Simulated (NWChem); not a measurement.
**Correlation energy of germanium monotelluride (GeTe)**

```xyz
2

Ge     0.0000     0.0000     1.4649
Te     0.0000     0.0000    -0.9015
```
Charge 0, spin multiplicity 1.

All runs are NWChem calculations. Structure: optimised with B3LYP/def2-SVP with def2 effective core potentials on Te, a minimum by its harmonic frequencies.

Basis set: def2-SVP. Each correlation energy counts from its own Hartree-Fock reference.

```tsv
method	correlation energy (mHa)	difference from CCSD(T)
CCSD(T)	-343.3	0.0
CCSD+T(CCSD)	-345.9	-2.6
SCS-MP2	-299.6	+43.7
CR-CCSD[T]	-341.2	+2.1
CCSD	-327.4	+16.0
MP2	-323.8	+19.5
CR-CCSD(T)	-339.3	+4.0
```

The values span 46.3 mHa, from CCSD+T(CCSD) (lowest) to SCS-MP2 (highest). 

Effective core potentials replace the inner electrons of Te; spin-orbit coupling is left out. The correlated methods keep 13 core orbitals frozen. Differences from the coupled-cluster row are differences between methods, not errors against experiment.
